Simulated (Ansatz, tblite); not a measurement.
Forces on the cluster Li3N⁺ at its PBE0-D4/def2-TZVP geometry. The state is a doublet with charge 1.

The xTB rows come from tblite. The structure comes from a short search, and lower isomers may exist.

GFN1-xTB (tblite), largest force 0.52 eV/Å:

```xyz
4
positions Å, forces eV/Å
Li   -1.190    0.538    1.269    0.343   -0.155   -0.365
Li   -0.437   -1.346   -1.146    0.126    0.387    0.330
Li    1.627    0.808   -0.123   -0.469   -0.233    0.035
N     0.000    0.000    0.000    0.000    0.000    0.000
```

GFN2-xTB (tblite), largest force 0.27 eV/Å:

```
Li 0.175 -0.079 -0.187
Li 0.064 0.198 0.169
Li -0.240 -0.119 0.018
N 0.000 0.001 0.000
```

PBE-D4/def2-TZVP (Ansatz), largest force 0.12 eV/Å:

```
Li -0.081 0.036 0.086
Li -0.030 -0.092 -0.078
Li 0.110 0.054 -0.008
N 0.001 0.001 0.000
```
